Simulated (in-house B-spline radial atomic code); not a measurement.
The outermost shell (largest non-relativistic mean radius) with and without relativity; Dirac values are averaged over j. Computed with a radial B-spline atomic code at the basis-set limit: non-relativistic Hartree-Fock and Dirac-Hartree-Fock, averages of the configuration (point nuclei without relativity, finite nuclei with it).

| ion | configuration | outermost shell | radius non-relativistic (bohr) | radius Dirac (bohr) | radius change (%) | level non-relativistic (eV) | level Dirac (eV) | spin-orbit splitting (eV) |
| --- | --- | --- | --- | --- | --- | --- | --- | --- |
| Cs4+ | [Kr] 4d10 5s2 5p3 | 5p | 1.893 | 1.8696 | -1.2398 | -55.748 | -56.232 | 2.166 |
| Ba4+ | [Kr] 4d10 5s2 5p4 | 5p | 1.8124 | 1.7893 | -1.2735 | -59.005 | -59.537 | 2.5409 |
| La4+ | [Kr] 4d10 5s2 5p5 | ? | ? | ? | ? | ? | ? | ? |
| Ce4+ | [Kr] 4d10 5s2 5p6 | ? | ? | ? | ? | ? | ? | ? |
| Pr4+ | [Xe] 4f1 | 5p | 1.6427 | 1.6179 | -1.5077 | -66.871 | -67.655 | 3.6836 |
| Nd4+ | [Xe] 4f2 | 5p | 1.6142 | 1.5874 | -1.6601 | -68.064 | -68.988 | 3.9647 |
| Pm4+ | [Xe] 4f3 | 5p | 1.5873 | 1.5585 | -1.8098 | -69.223 | -70.287 | 4.2585 |

(1) Fill in the row of La4+.

(2) Fill in the row of Ce4+.

(3) Which member changes most?

Results:

(1) outermost shell: 5p; radius non-relativistic (bohr): 1.7391; radius Dirac (bohr): 1.7164; radius change (%): -1.3106; level non-relativistic (eV): -62.301; level Dirac (eV): -62.886; spin-orbit splitting (eV): 2.9559.

(2) outermost shell: 5p; radius non-relativistic (bohr): 1.6731; radius Dirac (bohr): 1.6505; radius change (%): -1.3502; level non-relativistic (eV): -65.638; level Dirac (eV): -66.281; spin-orbit splitting (eV): 3.4141.

(3) Promethium (Pm4+): its 5p shell contracts by 1.8 %.
